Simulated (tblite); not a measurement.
Species: C6H18GaN.
Atom-mapped SMILES: `[CH3:1][CH:2]([CH3:3])[C@@H:4]([CH3:5])[N@@H+:6]([CH3:7])[GaH3-:8]` (hydrogens: H9, H10, H11 on C1; H12 on C2; H13, H14, H15 on C3; H16 on C4; H17, H18, H19 on C5; H20 on N6; H21, H22, H23 on C7; H24, H25, H26 on Ga8)

Computed with GFN2-xTB (tblite), gas phase: L-BFGS steps from a force-field or distance-geometry start until the largest atomic force falls under 0.01 eV/Å.

Step 59: E = -711.7099 eV
```
atom  x, y, z in Å  |  force x, y, z in eV/Å
C1      2.5110   -0.7100    0.8189    0.019  -0.015  -0.004
C2      1.4504   -0.3234   -0.2130    0.042   0.040   0.001
C3      1.6165    1.1444   -0.5937    0.036   0.024   0.002
C4      0.0339   -0.6683    0.2878    0.021  -0.012  -0.006
C5     -0.3366   -0.0358    1.6223   -0.005  -0.024  -0.010
N6     -0.9760   -0.2646   -0.7155   -0.002  -0.051   0.002
C7     -2.0071   -1.2789   -0.9347   -0.031  -0.030   0.020
Ga8    -2.0085    1.5598   -0.4780   -0.016   0.014   0.020
H9      2.3789   -1.7375    1.1506   -0.008  -0.016  -0.013
H10     3.5014   -0.6174    0.3799    0.001  -0.017  -0.007
H11     2.4709   -0.0579    1.6877   -0.028   0.005  -0.040
H12     1.6221   -0.9331   -1.1131   -0.008   0.022   0.017
H13     2.6112    1.3016   -1.0012    0.059   0.016  -0.017
H14     0.8966    1.4668   -1.3462   -0.056  -0.011  -0.020
H15     1.5034    1.7853    0.2752    0.006   0.025   0.070
H16     0.0006   -1.7640    0.3984   -0.033  -0.008   0.005
H17     0.3212   -0.3760    2.4172   -0.022  -0.019  -0.008
H18    -0.2894    1.0516    1.5532   -0.007  -0.033  -0.009
H19    -1.3598   -0.3165    1.8731   -0.004   0.016   0.027
H20    -0.5002   -0.1614   -1.6141    0.031   0.042   0.014
H21    -1.5997   -2.1770   -1.4103   -0.011   0.004   0.015
H22    -2.7927   -0.8568   -1.5695    0.031   0.015   0.002
H23    -2.4619   -1.5572    0.0151   -0.016   0.043   0.053
H24    -2.4219    1.6712   -1.9600   -0.031  -0.005  -0.054
H25    -1.0403    2.6600   -0.0188   -0.017   0.012  -0.016
H26    -3.1453    1.2178    0.5021    0.049  -0.035  -0.043
```

Step 60: E = -711.7110 eV
```
atom  x, y, z in Å  |  force x, y, z in eV/Å
C1      2.5116   -0.7088    0.8192    0.007  -0.012  -0.021
C2      1.4511   -0.3231   -0.2131    0.026   0.055  -0.013
C3      1.6165    1.1463   -0.5920    0.033   0.038   0.002
C4      0.0337   -0.6708    0.2871    0.046   0.003  -0.025
C5     -0.3380   -0.0376    1.6209   -0.001  -0.031  -0.022
N6     -0.9768   -0.2668   -0.7166    0.026  -0.059   0.018
C7     -2.0103   -1.2798   -0.9317   -0.003  -0.022   0.010
Ga8    -2.0055    1.5613   -0.4806   -0.020   0.007   0.029
H9      2.3799   -1.7366    1.1500   -0.002  -0.011  -0.007
H10     3.5025   -0.6140    0.3816   -0.002  -0.020  -0.007
H11     2.4678   -0.0552    1.6864   -0.021  -0.002  -0.024
H12     1.6239   -0.9310   -1.1145   -0.012   0.024   0.026
H13     2.6084    1.3021   -1.0103    0.010   0.009  -0.005
H14     0.8869    1.4723   -1.3365   -0.006  -0.020   0.029
H15     1.5168    1.7849    0.2826   -0.002  -0.004   0.014
H16     0.0029   -1.7673    0.3982   -0.039   0.021  -0.003
H17     0.3194   -0.3765    2.4157   -0.011  -0.028   0.009
H18    -0.2926    1.0497    1.5527   -0.004  -0.026  -0.019
H19    -1.3605   -0.3199    1.8698   -0.025   0.012   0.040
H20    -0.5005   -0.1634   -1.6154    0.014   0.025   0.026
H21    -1.6058   -2.1783   -1.4079    0.000  -0.015   0.015
H22    -2.7939   -0.8574   -1.5678    0.005   0.022   0.011
H23    -2.4623   -1.5572    0.0200   -0.020   0.054   0.037
H24    -2.4160    1.6718   -1.9637   -0.031  -0.003  -0.055
H25    -1.0354    2.6593   -0.0188   -0.023   0.013  -0.017
H26    -3.1449    1.2188    0.4980    0.054  -0.030  -0.048
```

Step 61: E = -711.7122 eV
```
atom  x, y, z in Å  |  force x, y, z in eV/Å
C1      2.5125   -0.7101    0.8184   -0.007  -0.003  -0.031
C2      1.4524   -0.3228   -0.2133    0.000   0.046  -0.018
C3      1.6174    1.1478   -0.5914    0.021   0.003   0.011
C4      0.0345   -0.6722    0.2875    0.045   0.019  -0.033
C5     -0.3379   -0.0385    1.6208    0.002  -0.029  -0.020
N6     -0.9766   -0.2681   -0.7156    0.039  -0.033   0.025
C7     -2.0118   -1.2796   -0.9297    0.028  -0.006   0.000
Ga8    -2.0064    1.5622   -0.4822   -0.013  -0.001   0.014
H9      2.3794   -1.7378    1.1489    0.002  -0.003  -0.003
H10     3.5034   -0.6151    0.3813    0.002  -0.022  -0.007
H11     2.4662   -0.0544    1.6833   -0.008  -0.007  -0.001
H12     1.6240   -0.9300   -1.1152   -0.009   0.023   0.018
H13     2.6094    1.3047   -1.0088    0.010   0.005  -0.012
H14     0.8868    1.4712   -1.3363    0.004  -0.009   0.039
H15     1.5180    1.7850    0.2840   -0.012   0.000   0.010
H16     0.0027   -1.7692    0.4002   -0.028   0.042  -0.014
H17     0.3186   -0.3775    2.4156   -0.001  -0.035   0.025
H18    -0.2928    1.0487    1.5546    0.001  -0.016  -0.031
H19    -1.3604   -0.3198    1.8691   -0.035   0.003   0.042
H20    -0.4995   -0.1592   -1.6137   -0.002  -0.002   0.027
H21    -1.6082   -2.1778   -1.4060    0.007  -0.038   0.017
H22    -2.7916   -0.8561   -1.5692   -0.017   0.024   0.023
H23    -2.4634   -1.5548    0.0232   -0.023   0.058   0.014
H24    -2.4183    1.6706   -1.9668   -0.024  -0.004  -0.039
H25    -1.0365    2.6613   -0.0214   -0.024   0.011  -0.017
H26    -3.1431    1.2142    0.4961    0.043  -0.025  -0.039
```

Q: Estimate the geometry and energy of step 62. (The exact step hangs on the optimiser's Hessian estimate; all steps are aligned on step 61, rigid shifts and turns removed.)

A: E = -711.7133 eV, largest force 0.060 eV/Å
```
atom  x, y, z in Å  |  force x, y, z in eV/Å
C1      2.5135   -0.7109    0.8170   -0.016   0.008  -0.025
C2      1.4542   -0.3217   -0.2141   -0.022   0.015  -0.012
C3      1.6190    1.1493   -0.5903    0.002  -0.011   0.023
C4      0.0365   -0.6734    0.2872    0.019   0.025  -0.017
C5     -0.3378   -0.0403    1.6201    0.000  -0.019   0.002
N6     -0.9758   -0.2701   -0.7143    0.032   0.013   0.017
C7     -2.0133   -1.2795   -0.9272    0.046   0.012  -0.004
Ga8    -2.0071    1.5625   -0.4839    0.001  -0.007  -0.019
H9      2.3795   -1.7385    1.1479    0.003   0.004  -0.004
H10     3.5045   -0.6158    0.3809    0.010  -0.022  -0.007
H11     2.4641   -0.0533    1.6799    0.007  -0.013   0.019
H12     1.6242   -0.9286   -1.1156   -0.002   0.019  -0.004
H13     2.6101    1.3072   -1.0093    0.010   0.003  -0.016
H14     0.8854    1.4716   -1.3328    0.013   0.004   0.041
H15     1.5214    1.7842    0.2873   -0.015   0.003   0.000
H16     0.0024   -1.7703    0.4015   -0.006   0.044  -0.025
H17     0.3175   -0.3794    2.4157    0.004  -0.038   0.030
H18    -0.2935    1.0469    1.5558    0.008  -0.009  -0.039
H19    -1.3609   -0.3205    1.8683   -0.029  -0.005   0.033
H20    -0.4991   -0.1557   -1.6119   -0.011  -0.027   0.019
H21    -1.6113   -2.1781   -1.4033    0.007  -0.055   0.023
H22    -2.7899   -0.8538   -1.5691   -0.027   0.020   0.032
H23    -2.4657   -1.5507    0.0270   -0.018   0.055  -0.011
H24    -2.4195    1.6683   -1.9710   -0.015  -0.005  -0.017
H25    -1.0378    2.6630   -0.0250   -0.024   0.011  -0.015
H26    -3.1414    1.2103    0.4926    0.022  -0.024  -0.021
```

The energy changes by -0.0012 eV. The first-order estimate −F·Δx gives -0.0016 eV and the mean of the old and new forces, exact on a quadratic surface, -0.0012 eV. The step makes an angle of 61° with the force vector and moves no atom by more than 0.006 Å.

The cost below is that of the whole relaxation. Hardware: Arm Neoverse V1, one thread, on a shared host. Cost: 1.3 s.
